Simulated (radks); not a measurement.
K3+, 16 electrons, occupied as [Ne] 3s2 3p4. All-electron calculation, non-relativistic Kohn-Sham, PBE, spin-polarised, spherical densities, point nucleus; open shells are filled with parallel spins first. Program: a radial shooting solver on a logarithmic mesh with Libxc functionals.

Normalised radial functions P(r) = r R(r), r in bohr:

```
   r/bohr * 2p down (the largest magnitude, 1.62, reaches the edge; | marks zero)
 0.002982 *
 0.004309 *
 0.006225 *
 0.008923 |*
  0.01289 |*
  0.01863 | *
   0.0267 |   *
  0.03858 |       *
  0.05574 |             *
  0.07989 |                     *
   0.1154 |                                  *
   0.1668 |                                              *
    0.239 |                                                      *
   0.3454 |                                                   *
    0.499 |                                    *
   0.7153 |                 *
    1.033 |    *
    1.493 |*
     2.14 *
    3.092 *
    4.468 *
```

2p down: eigenvalue -322.05 eV, 0 radial nodes, <r> = 0.351 bohr, 90 % of the charge inside 0.579 bohr.
